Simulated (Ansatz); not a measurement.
`[F][Hf]([F])([I])[I]` + `CC(F)Cl` → `[F][Hf]([F])([Cl])[I]` + `CC(F)I` at 600 K and 1 bar (formal exchange of groups at the Hf–I bond).

Computed with Ansatz on PBE0-D4/def2-TZVP structures; ΔE is electronic, products minus reactants. CCSD(T)/CBS adds triple-zeta CCSD(T) − MP2 to the extrapolated MP2 energy (def2 sets, frozen cores). def2 core potentials past Kr. For Hf, I outer-core shells are correlated without core-valence functions, which leaves a few kJ/mol of doubt a bond.

| species | CCSD(T)/CBS energy (Eh) | H − E (kJ/mol) | S (J/(mol·K)) |
| --- | --- | --- | --- |
| `[F][Hf]([F])([I])[I]` | -842.66830 | 67.3 | 477.0 |
| `CC(F)Cl` | -638.08166 | 196.9 | 354.6 |
| `[F][Hf]([F])([Cl])[I]` | -1005.01720 | 67.6 | 462.5 |
| `CC(F)I` | -475.73937 | 195.6 | 376.7 |

H − E and S are ideal-gas, rigid-rotor, harmonic terms from PBE0-D4/def2-TZVP, for one conformer and one mirror image of each species. 1 Eh = 2625.50 kJ/mol, R = 8.31446 J/(mol·K).

By hand: ΔE, ΔH, ΔS and ΔG.

ΔE = (-1005.01720) + (-475.73937) − (-842.66830) − (-638.08166) = -0.00661 Eh = -17.4 kJ/mol. Δ(H − E) = 67.6 + 195.6 − 67.3 − 196.9 = -1.0, so ΔH = -18.4 kJ/mol. ΔS = 462.5 + 376.7 − 477.0 − 354.6 = 7.6 J/(mol·K). ΔG = -18.4 − 600 × (7.6)/1000 = -23.0 kJ/mol.

By hand: the equilibrium constant, and the temperature at which ΔG would vanish if ΔH and ΔS stayed fixed.

log₁₀ K = −ΔG/(RT ln 10) = 2.0. ΔH and −TΔS have one sign here, so there is no such temperature.

The number of gas molecules stays the same, so ΔS is small and ΔH decides. A doubt of 5 kJ/mol in ΔE shifts log₁₀ K by 0.4 here. Other conformers and mirror images would add mixing entropy, several J/(mol·K) or more a flexible species. Modes under 60 cm⁻¹, often nearly free rotors, make the harmonic entropy too high. These are equilibria of isolated gas molecules and say nothing of rates. Largest T1 diagnostic: 0.014 (customary marks: 0.02 for closed shells, 0.045 for open ones).

ΔS is within the doubt of such terms, so its sign, and with it that verdict, could turn.
